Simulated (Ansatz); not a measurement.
Isolated molecules relaxed with PBE0-D4/def2-TZVP in Ansatz; ΔE leaves out vibrations. CCSD(T)/CBS adds triple-zeta CCSD(T) − MP2 to the extrapolated MP2 energy (def2 sets, frozen cores). Functionals use def2-TZVPP. B3LYP here is the variant with VWN-RPA as its local correlation; programs differ in this. HSE06 is defined as in plane-wave codes. Elements past krypton have def2 core potentials. For In outer-core shells are correlated without core-valence functions, which leaves a few kJ/mol of doubt a bond. One conformer a species, not always the lowest.

Consider the substitution at a C–C bond: `CC(F)[SiH3]` + `[F][In]([F])[SH]` → `C[S][In]([F])[F]` + `FC[SiH3]`.

| level | ΔE (kJ/mol) | difference from CCSD(T)/CBS |
| --- | --- | --- |
| LDA (SPW92) | 35.4 | 5.8 |
| PBE-D4 | 26.2 | -3.4 |
| revPBE-D4 | 25.1 | -4.5 |
| BLYP-D4 | 24.0 | -5.6 |
| r2SCAN-D4 | 30.0 | 0.4 |
| PBE0-D4 | 28.9 | -0.7 |
| B3LYP-D4 | 26.7 | -2.9 |
| r2SCANh-D4 | 30.5 | 0.9 |
| BHLYP-D4 | 29.5 | -0.1 |
| CAM-B3LYP-D4 | 31.6 | 2.0 |
| ωB97X-V | 31.2 | 1.6 |
| B2PLYP | 28.5 | -1.1 |
| PBE-QIDH | 31.2 | 1.6 |
| PBE | 26.0 | -3.6 |
| revPBE | 22.7 | -6.9 |
| BLYP | 23.4 | -6.2 |
| r2SCAN | 29.8 | 0.2 |
| PBE0 | 28.7 | -0.9 |
| B3LYP | 26.6 | -3.0 |
| r2SCANh | 30.4 | 0.8 |
| HSE06 | 28.5 | -1.1 |
| BHLYP | 30.2 | 0.6 |
| CAM-B3LYP | 31.6 | 2.0 |
| LC-ωPBE | 32.2 | 2.6 |
| RPA@PBE/def2-TZVPP | 31.5 | 1.9 |
| HF/def2-SVP | 40.2 | 10.6 |
| MP2/def2-SVP | 44.6 | 15.0 |
| CCSD/def2-SVP | 45.0 | 15.4 |
| CCSD(T)/def2-SVP | 45.0 | 15.4 |
| HF/def2-TZVPP | 31.2 | 1.6 |
| MP2/def2-TZVPP | 30.9 | 1.3 |
| SCS-MP2/def2-TZVPP | 29.8 | 0.2 |
| CCSD/def2-TZVPP | 33.3 | 3.7 |
| CCSD(T)/def2-TZVPP | 32.6 | 3.0 |
| HF/def2-QZVPP | 31.0 | 1.4 |
| MP2/def2-QZVPP | 29.0 | -0.6 |
| SCS-MP2/def2-QZVPP | 28.1 | -1.5 |
| HF/CBS(def2) | 30.9 | 1.3 |
| MP2/CBS(def2) | 27.9 | -1.7 |
| CCSD/CBS(def2) | 30.3 | 0.7 |
| CCSD(T)/CBS | 29.6 | 0 |

Largest T1 diagnostic among the species: 0.016.

From BLYP to BHLYP (50 % exact exchange), in def2-TZVPP and without D4, ΔE moves by +6.8 kJ/mol. At CCSD(T), def2-SVP lies +15.4 kJ/mol from the extrapolated value and def2-TZVPP +3.0 kJ/mol.
